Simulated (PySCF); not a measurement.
## Computed spin Hamiltonian

Species: C8H7 (doublet state).
Cartesian coordinates in Å at the GFN2-xTB level; atoms count from 1:
```
atom  x, y, z in Å
C1    -2.4468   -1.3187    1.3000
C2    -1.7081   -1.0721    0.3902
C3    -0.8179   -0.7368   -0.6932
C4    -1.1970    0.4989   -1.5012
C5    -0.0816    1.1725   -1.1059
C6     0.4037    0.1050   -0.3022
C7     1.4819   -0.1452    0.5400
C8     2.4890    0.7319    0.7784
H9    -3.0945   -1.5490    2.0921
H10   -0.5880   -1.6262   -1.2873
H11   -2.0507    0.7169   -2.1114
H12    0.3013    2.1536   -1.3219
H13    1.4977   -1.1142    1.0249
H14    3.3024    0.4897    1.4380
H15    2.5041    1.7016    0.3130
```

The hyperfine couplings belong to this conformer and change with its torsions.

Identity: `C#C[C@H]1C=C[C]1C=C` [radical].

Computed, not measured: UKS B3LYP, pcH-1 on C H, non-relativistic, mean-field spin-orbit, GIAO (PySCF 2.14.0). Geometry: GFN2-xTB, one conformer, isolated molecule. The geometry wasn't refined by DFT: couplings that depend on bond lengths, twists or pyramidal angles can differ widely from those at the functional's own minimum. The SCF solution wasn't tested for stability. ⟨S²⟩ is 0.791 where a pure state has 0.75.

* g1, g2, g3: 2.00219, 2.00272, 2.00275
* g_iso: 2.00255
* Form of g: close to axial: the two nearest values differ by 5 % of g3 − g1
* ⟨S²⟩: 0.7913 (exact 0.7500)
* Basis functions: 270

Isotropic coupling and dipolar principal values T1 to T3, in MHz; ρ(0) is the spin density at the nucleus:

| atom | isotope | a_iso | T1 | T2 | T3 | Mulliken spin population | ρ(0) (bohr⁻³) |
| --- | --- | --- | --- | --- | --- | --- | --- |
| C1 | 13C | 2.1 | -1.8 | -1.0 | 2.8 | 0.02 | 0.0019 |
| C2 | 13C | 8.1 | -1.4 | -0.8 | 2.2 | 0.00 | 0.0072 |
| C3 | 13C | -22.3 | -1.8 | 0.6 | 1.2 | -0.06 | -0.0198 |
| C4 | 13C | 43.3 | -34.8 | -32.8 | 67.7 | 0.44 | 0.0385 |
| C5 | 13C | -37.0 | -23.9 | 11.3 | 12.6 | -0.21 | -0.0329 |
| C6 | 13C | 58.8 | -45.6 | -42.9 | 88.5 | 0.54 | 0.0523 |
| C7 | 13C | -41.4 | -27.0 | 10.9 | 16.1 | -0.23 | -0.0368 |
| C8 | 13C | 44.5 | -41.5 | -39.9 | 81.4 | 0.54 | 0.0396 |
| H9 | 1H | -1.3 | -1.3 | -0.5 | 1.8 | 0.00 | -0.0003 |
| H10 | 1H | 13.0 | -4.3 | -0.5 | 4.8 | 0.00 | 0.0029 |
| H11 | 1H | -30.2 | -17.3 | -0.3 | 17.6 | -0.02 | -0.0068 |
| H12 | 1H | 8.7 | -3.5 | -1.6 | 5.1 | 0.01 | 0.0019 |
| H13 | 1H | 11.6 | -4.3 | -2.2 | 6.5 | 0.01 | 0.0026 |
| H14 | 1H | -34.0 | -20.2 | -0.2 | 20.4 | -0.02 | -0.0076 |
| H15 | 1H | -32.1 | -17.3 | -1.3 | 18.6 | -0.02 | -0.0072 |

The Mulliken spin populations are largest on C6 (+0.54), C8 (+0.54), C4 (+0.44) and C7 (-0.23). Three atoms exceed +0.15. The positive populations add up to 1.57 and the negative ones to -0.57, together 2S = 1. The angles at C6 add up to 360.0°, so it is planar.

The SMILES `C#C[C@H]1C=C[C]1C=C` draws the unpaired electron on C6, whose computed spin population is only +0.54.

Axes: g2 points within 3° of the C3–C6 bond and g3 points within 2° of the C5–C6 bond.

Under fast tumbling the dipolar parts average out, and these isotropic splittings remain (the largest six): 1 × 1H (H14, I = 1/2, 2 lines) with 1.21 mT, 1 × 1H (H15, I = 1/2, 2 lines) with 1.15 mT, 1 × 1H (H11, I = 1/2, 2 lines) with 1.08 mT, 1 × 1H (H10, I = 1/2, 2 lines) with 0.46 mT, 1 × 1H (H13, I = 1/2, 2 lines) with 0.41 mT and 1 × 1H (H12, I = 1/2, 2 lines) with 0.31 mT.

The 13C coupling of C6 (58.8 MHz) shows only in satellite lines or after enrichment, since that isotope makes up about 1.07 % of natural carbon.

β density exceeds α density at some nuclei, such as C7 (-0.0368), C5 (-0.0329) and C3 (-0.0198), spin density in bohr⁻³. In a single determinant that takes different orbitals for the two spins, that is spin polarisation.

Time: 1.7 min wall (with the writing of density and orbital grids); peak memory 0.98 GiB. Hardware: Arm Neoverse N1, one thread, no GPU, on a shared host.
